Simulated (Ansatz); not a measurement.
C6H6ClF9O3Si, SMILES `FC(F)(F)CO[Si](Cl)(OCC(F)(F)F)OCC(F)(F)F`, one more setting.

```yaml
crystal:
  periodic: [false, false, false]
  atoms:
    - {symbol: F, position_ang: [-1.338133, 1.583767, -2.080747]}
    - {symbol: C, position_ang: [-2.449718, 1.168832, -1.578809]}
    - {symbol: F, position_ang: [-3.381847, 0.991421, -2.526227]}
    - {symbol: F, position_ang: [-2.865494, 2.043189, -0.722385]}
    - {symbol: C, position_ang: [-2.332779, -0.137477, -0.814108]}
    - {symbol: O, position_ang: [-1.332213, -0.169631, 0.125486]}
    - {symbol: Si, position_ang: [0.229985, -0.185458, 0.143787]}
    - {symbol: Cl, position_ang: [0.821345, -1.249964, -1.524662]}
    - {symbol: O, position_ang: [0.955789, 1.255239, 0.041217]}
    - {symbol: C, position_ang: [1.552977, 1.920741, -0.980228]}
    - {symbol: C, position_ang: [3.068850, 2.119267, -0.640023]}
    - {symbol: F, position_ang: [3.240847, 2.790124, 0.528489]}
    - {symbol: F, position_ang: [3.683242, 0.955305, -0.524603]}
    - {symbol: F, position_ang: [3.657417, 2.777297, -1.619317]}
    - {symbol: O, position_ang: [0.682976, -0.875391, 1.461856]}
    - {symbol: C, position_ang: [-0.116322, -1.678724, 2.397001]}
    - {symbol: C, position_ang: [-0.105736, -3.086577, 2.033235]}
    - {symbol: F, position_ang: [-0.835254, -3.774959, 2.925756]}
    - {symbol: F, position_ang: [-0.728776, -3.228146, 0.766392]}
    - {symbol: F, position_ang: [1.090756, -3.595651, 1.902456]}
    - {symbol: H, position_ang: [-3.285268, -0.450019, -0.468744]}
    - {symbol: H, position_ang: [-1.993593, -0.917633, -1.687926]}
    - {symbol: H, position_ang: [1.485209, 1.419331, -1.885715]}
    - {symbol: H, position_ang: [1.150556, 2.913038, -1.058835]}
    - {symbol: H, position_ang: [-1.101747, -1.237921, 2.489438]}
    - {symbol: H, position_ang: [0.363023, -1.508887, 3.423644]}
basis:
  gaussian: {orbitals: "6-31++G**"}
hamiltonian: {xc: {name: wPBEh}}
output: {forces: true}
```

```sh
$ ansatz run in.yaml --threads 10 --pin off --events-out ev --progress --plain --max-ram 110592MiB --backend cuda --devices 0, --max-vram 75GiB
```

It prints (some lines left out):

```
Functional definition: wPBEh
3593 factors; integrals over basis functions are off by at most 1.0e-3 eV
265 factors; integrals over basis functions are off by at most 4.0e-7 eV
mean field evaluation 1: about -57260.4874 eV, gradient 9.9e1 eV
mean field evaluation 2: about -57243.8494 eV, gradient 1.4e2 eV
mean field evaluation 4: about -57277.4272 eV, gradient 5.3e0 eV
mean field evaluation 8: about -57278.2808 eV, gradient 7.7e-1 eV
mean field evaluation 16: about -57278.2821 eV, gradient 5.5e-4 eV
mean field -57278.28209409 eV, -2104.9380423437 hartree, gradient 1.1e-5 eV, S^2 0.000000; 0 other end points of the search recorded, 0 dependent functions left out
reference -57278.28222518 eV, -2104.9380471613 hartree; 89, 89 occupied and 335, 335 virtual orbitals, 3593 factors
Total energy: -57278.28222518 eV, -2104.9380471613 hartree
Atom 0 at    -1.338133     1.583767    -2.080747 Å, force     1.985894     0.707912    -1.417382 eV/Å
Atom 1 at    -2.449718     1.168832    -1.578809 Å, force    -1.386534    -2.882918     1.478191 eV/Å
Atom 2 at    -3.381847     0.991421    -2.526227 Å, force    -0.069040     0.336323    -0.602121 eV/Å
Atom 3 at    -2.865494     2.043189    -0.722385 Å, force    -1.130820     2.757630     1.369178 eV/Å
Atom 4 at    -2.332779    -0.137477    -0.814108 Å, force     2.571752    -2.646046    -4.378239 eV/Å
Atom 5 at    -1.332213    -0.169631     0.125486 Å, force    -2.975037     0.724571     0.975059 eV/Å
Atom 6 at     0.229985    -0.185458     0.143787 Å, force     1.755594     0.403598    -2.920520 eV/Å
Atom 7 at     0.821345    -1.249964    -1.524662 Å, force     0.068194    -0.032654    -0.064675 eV/Å
Atom 8 at     0.955789     1.255239     0.041217 Å, force    -0.690455    -0.346655     1.338343 eV/Å
Atom 9 at     1.552977     1.920741    -0.980228 Å, force     2.153868     1.534564     1.551609 eV/Å
Atom 10 at     3.068850     2.119267    -0.640023 Å, force    -1.737184    -0.226399     0.432900 eV/Å
Atom 11 at     3.240847     2.790124     0.528489 Å, force    -0.059330    -0.099443    -0.552128 eV/Å
Atom 12 at     3.683242     0.955305    -0.524603 Å, force     0.455959    -0.894245     0.291803 eV/Å
Atom 13 at     3.657417     2.777297    -1.619317 Å, force     0.487898     0.888696    -0.647416 eV/Å
Atom 14 at     0.682976    -0.875391     1.461856 Å, force     0.035826    -2.308075     3.770182 eV/Å
Atom 15 at    -0.116322    -1.678724     2.397001 Å, force     2.119989     3.680840     1.186902 eV/Å
Atom 16 at    -0.105736    -3.086577     2.033235 Å, force    -1.778769    -0.870309    -2.200889 eV/Å
Atom 17 at    -0.835254    -3.774959     2.925756 Å, force     0.246667    -0.224678    -0.172405 eV/Å
Atom 18 at    -0.728776    -3.228146     0.766392 Å, force     0.583315    -0.074353     1.619408 eV/Å
Atom 19 at     1.090756    -3.595651     1.902456 Å, force     0.687721    -0.525330     0.239097 eV/Å
Atom 20 at    -3.285268    -0.450019    -0.468744 Å, force    -0.887889    -0.140268     0.767520 eV/Å
Atom 21 at    -1.993593    -0.917633    -1.687926 Å, force    -1.069476     1.464777     1.885284 eV/Å
Atom 22 at     1.485209     1.419331    -1.885715 Å, force    -0.036932    -1.020013    -2.052842 eV/Å
Atom 23 at     1.150556     2.913038    -1.058835 Å, force    -0.416815     0.680891    -0.200133 eV/Å
Atom 24 at    -1.101747    -1.237921     2.489438 Å, force    -0.485913    -0.335813    -0.313568 eV/Å
Atom 25 at     0.363023    -1.508887     3.423644 Å, force    -0.428484    -0.552604    -1.383158 eV/Å
Dipole moment:    -0.636073     0.027448     0.298538 e Å
```

Hardware: 10 threads of an AMD EPYC 7R13 on a shared host and a whole NVIDIA H100 80 GB. Wall time 3.3 s, peak host memory 2.5 GiB.
